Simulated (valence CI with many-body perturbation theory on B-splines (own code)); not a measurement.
**E1 line list for Ni VI**

Calculated by configuration interaction combined with many-body perturbation theory (CI+MBPT): five valence electrons over a frozen Dirac-Fock core [Ar], radial functions for each j: 7 s, 7 p, 8 d, 6 f, 4 g, 1 h, with the one-electron correlation potential Σ1 (screened to all orders), the two-electron term Σ2, the three-electron term Σ3, Breit, model QED; selected single and double excitations, second order for the rest, scaled by the run's own slope (own B-spline code, finite nucleus).

Set against measurement, 54 paired levels are off by 4620 cm⁻¹ on average, the worst by 8907. These come from a selection out of Corliss and Sugar, J. Phys. Chem. Ref. Data 10, 197 (1981). Levels without a partner in it may be off by more, other configurations by 1,000 to 8,000 cm⁻¹. Among the levels kept, up to 1300 cm⁻¹ of a level comes from second order outside the variational space, and about a tenth of that is noise between levels of different J, which matters for small intervals. The list stops below the first excitations out of the core.

Lines 101 to 150 of 183 in falling wavelength, among levels below 46.569 eV, chosen from the strongest by gf and those to the six lowest levels. Wavelengths and rates use the calculated energies, so an error of 5000 cm⁻¹ moves a line at 118.4 nm by 5.9 % and its rate by three times that or more. Electric multipoles are in the length gauge, E1 and E2 with the static RPA response of the core. Weak lines are less certain than strong ones. Lines between different terms over intervals too small for the method are left out, as are lines whose strength nearly cancels. Where a level lies close to another of its J and parity, the split of strength between their lines is uncertain. The highest levels of a list are the least certain.

Names give the largest LS component (configuration and term), which can be under half, so a name can repeat, a term be missing and a line seem to break the LS rules; names also repeat where a configuration has a term twice. Letters in brackets count levels of one name in rising energy.

```
λ vac (nm)           Upper           Lower   A (s⁻¹)  S (a.u.)
     118.4  3d4 4p 6F°_5/2   3d4 4s 6D_5/2  5.96e+08  2.93e+00
     118.2  3d4 4p 6F°_3/2   3d4 4s 6D_1/2  3.44e+08  1.12e+00
     118.0  3d4 4p 6F°_7/2   3d4 4s 6D_7/2  4.83e+08  3.14e+00
     117.7  3d4 4p 6F°_5/2   3d4 4s 6D_3/2  5.22e+08  2.52e+00
     117.1  3d4 4p 6F°_7/2   3d4 4s 6D_5/2  7.03e+08  4.46e+00
     43.01  3d4 4p 6F°_1/2  3d5 2D_3/2 [c]  6.68e+02  5.25e-08
     42.94  3d4 4p 6F°_3/2  3d5 2D_3/2 [c]  1.79e+01  2.81e-09
     42.93  3d4 4p 6F°_3/2  3d5 2D_5/2 [c]  2.90e+02  4.53e-08
     42.82  3d4 4p 6F°_5/2  3d5 2D_3/2 [c]  5.12e-01  1.19e-10
     42.81  3d4 4p 6F°_5/2  3d5 2D_5/2 [c]  7.79e+00  1.81e-09
     42.64  3d4 4p 6F°_7/2  3d5 2D_5/2 [c]  6.31e+00  1.93e-09
     41.06  3d4 4p 6F°_1/2      3d5 2P_1/2  4.62e+02  3.16e-08
     41.05  3d4 4p 6F°_1/2      3d5 2P_3/2  5.40e+02  3.68e-08
     41.00  3d4 4p 6F°_3/2      3d5 2P_1/2  1.41e+01  1.92e-09
     40.98  3d4 4p 6F°_3/2      3d5 2P_3/2  4.69e+02  6.37e-08
     40.88  3d4 4p 6F°_5/2      3d5 2P_3/2  1.52e+02  3.08e-08
     37.39  3d4 4p 6F°_5/2  3d5 2G_7/2 [b]  3.22e+02  4.99e-08
     37.27  3d4 4p 6F°_7/2  3d5 2G_7/2 [b]  8.89e+01  1.82e-08
     37.26  3d4 4p 6F°_7/2  3d5 2G_9/2 [b]  1.15e+03  2.34e-07
     36.10  3d4 4p 6F°_1/2  3d5 2D_3/2 [b]  1.36e+03  6.30e-08
     36.06  3d4 4p 6F°_3/2  3d5 2D_5/2 [b]  3.04e+02  2.82e-08
     36.05  3d4 4p 6F°_3/2  3d5 2D_3/2 [b]  1.08e+02  9.99e-09
     35.97  3d4 4p 6F°_5/2  3d5 2D_5/2 [b]  6.16e+00  8.49e-10
     35.96  3d4 4p 6F°_5/2  3d5 2D_3/2 [b]  1.13e+01  1.55e-09
     35.86  3d4 4p 6F°_7/2  3d5 2D_5/2 [b]  2.94e-01  5.35e-11
     34.86  3d4 4p 6F°_1/2      3d5 2S_1/2  9.10e+02  3.81e-08
     34.82  3d4 4p 6F°_3/2      3d5 2S_1/2  1.78e+02  1.49e-08
     33.91  3d4 4p 6F°_3/2  3d5 2F_5/2 [b]  7.86e+04  6.05e-06
     33.86  3d4 4p 6F°_5/2  3d5 2F_7/2 [b]  1.03e+05  1.18e-05
     33.83  3d4 4p 6F°_5/2  3d5 2F_5/2 [b]  8.74e+03  1.00e-06
     33.75  3d4 4p 6F°_7/2  3d5 2F_7/2 [b]  5.18e+04  7.87e-06
     33.73  3d4 4p 6F°_7/2  3d5 2F_5/2 [b]  1.13e+04  1.72e-06
     33.26  3d4 4p 6F°_5/2  3d5 2G_7/2 [a]  1.35e+05  1.47e-05
     33.24  3d4 4p 6F°_7/2  3d5 2G_9/2 [a]  2.27e+05  3.29e-05
     33.16  3d4 4p 6F°_7/2  3d5 2G_7/2 [a]  5.25e+04  7.55e-06
     32.95  3d4 4p 6F°_7/2      3d5 2H_9/2  2.58e+05  3.64e-05
     32.84  3d4 4p 6F°_1/2      3d5 4F_3/2  1.52e+07  5.32e-04
     32.83  3d4 4p 6F°_3/2  3d5 2F_5/2 [a]  5.66e+06  3.96e-04
     32.80  3d4 4p 6F°_3/2      3d5 4F_3/2  3.95e+02  2.75e-08
     32.76  3d4 4p 6F°_5/2  3d5 2F_5/2 [a]  5.13e+05  5.34e-05
     32.73  3d4 4p 6F°_5/2      3d5 4F_3/2  5.26e+05  5.46e-05
     32.72  3d4 4p 6F°_3/2      3d5 4F_5/2  1.19e+07  8.23e-04
     32.69  3d4 4p 6F°_5/2      3d5 4F_7/2  1.59e+07  1.65e-03
     32.67  3d4 4p 6F°_7/2  3d5 2F_5/2 [a]  4.99e+05  6.87e-05
     32.65  3d4 4p 6F°_5/2      3d5 4F_5/2  8.90e+05  9.18e-05
     32.59  3d4 4p 6F°_7/2      3d5 4F_7/2  7.56e+06  1.03e-03
     32.56  3d4 4p 6F°_7/2      3d5 4F_9/2  1.10e+07  1.49e-03
     32.56  3d4 4p 6F°_7/2      3d5 4F_5/2  1.04e+06  1.41e-04
     32.52  3d4 4p 6F°_5/2  3d5 2F_7/2 [a]  1.13e+06  1.15e-04
     32.45  3d4 4p 6F°_1/2  3d5 2D_3/2 [a]  2.05e+06  6.92e-05
```
